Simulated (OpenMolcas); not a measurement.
V3+: effect of the level shift or regulariser

```
Program             : OpenMolcas 26.06
Basis               : ANO-RCC-VTZP [6s5p3d2f1g]
Scalar Hamiltonian  : DKH2, point nucleus
Active space        : 2 electrons in 5 orbitals (3d)
State averaging     : 2S+1 = 3 even, 10 roots; 2S+1 = 1 even, 15 roots
Spin-orbit coupling : state interaction with AMFI integrals over the reference wave functions, term energies averaged over their components
```

Methods on the same reference wave functions:
A. CASSCF
B. SS-CASPT2, IPEA 0.25 Eh, imaginary shift 0.1 Eh (closed shells correlated: 3s 3p)
C. SS-CASPT2, IPEA 0.25 Eh, real shift 0.2 Eh (closed shells correlated: 3s 3p)
D. SS-CASPT2, IPEA 0.25 Eh, sigma2 regulariser 0.3 Eh (closed shells correlated: 3s 3p)

Energies in cm⁻¹ above 3d² ³F₂, the measured ground level; measured values from Sugar and Corliss, J. Phys. Chem. Ref. Data 7, 1191 (1978).

| Level | A | B | C | D | Measured |
| --- | --- | --- | --- | --- | --- |
| 3d² ³F₂ | 0.0 | 0.0 | 0.0 | 0.0 | 0.0 |
| 3d² ³F₃ | 326 | 328 | 328 | 328 | 325 |
| 3d² ³F₄ | 748 | 750 | 750 | 750 | 735 |
| 3d² ¹D₂ | 13929 | 10830 | 10840 | 10830 | 10959 |
| 3d² ³P₀ | 16475 | 13870 | 13870 | 13870 |  |
| 3d² ³P₁ | 16588 | 13980 | 13990 | 13980 | 13239 |
| 3d² ³P₂ | 16832 | 14220 | 14230 | 14220 | 13458 |
| 3d² ¹G₄ | 21426 | 19110 | 19120 | 19110 | 18391 |
| 3d² ¹S₀ | 52049 | 43250 | 43300 | 43250 | 42462 |

Deviations, from unrounded energies. A percentage is the sum of absolute deviations over the sum of measured energies, with the sign that they share, or ± where signs differ.

| Against measurement | Levels | A | B | C | D |
| --- | --- | --- | --- | --- | --- |
| mean absolute deviation (cm-1) | 7 | 3200 | 450 | 460 | 450 |
| fine structure of the ground term (%) | 2 | +1.3 | +1.7 | +1.7 | +1.7 |
| other terms of the ground configuration (%) | 5 | +22.7 | ±3.2 | ±3.2 | ±3.2 |

B, C, D lie about equally close to measurement and A furthest from it. The largest miss of D in the table is 3d² ¹S₀, by +790 cm-1. The ranking rests on the paired levels alone, and a cruder setting can come out closer through cancelling errors.

Among B to D the level of the table that moves most is 3d² ¹S₀, by 47 cm-1 (lowest in D, highest in C). Moves below CASPT2's spread within the term are not significant.

The two smallest mean deviations differ by little beside CASPT2's spread within terms, so their order carries little weight.

From A to B the spin-free energies of the other terms of 3d² shown, above ³F, scale by factors of 0.77 to 0.89, as is usual when dynamic correlation screens the repulsion within a d or f shell.

The lowest spin-free term lies below A's lowest term by 0.295 hartree in B, 0.295 hartree in C, 0.295 hartree in D.

Term energies are means over components that CASPT2 splits; among the terms shown or strongly mixed into the levels shown the widest spread is 690 cm-1 (3d² ¹G, D). Without dynamic correlation excited terms often stand tens of per cent too high (terms of higher spin than the ground term too low), and those without a measured partner can miss by more than the paired ones (holds for A). Computed and measured levels are paired by configuration, term and J; levels that our copy of the source lacks, or whose pairing is in doubt (as where it misses far off the trend of its configuration), stay unpaired and out of the deviations. Levels of configurations outside the active space are missing.
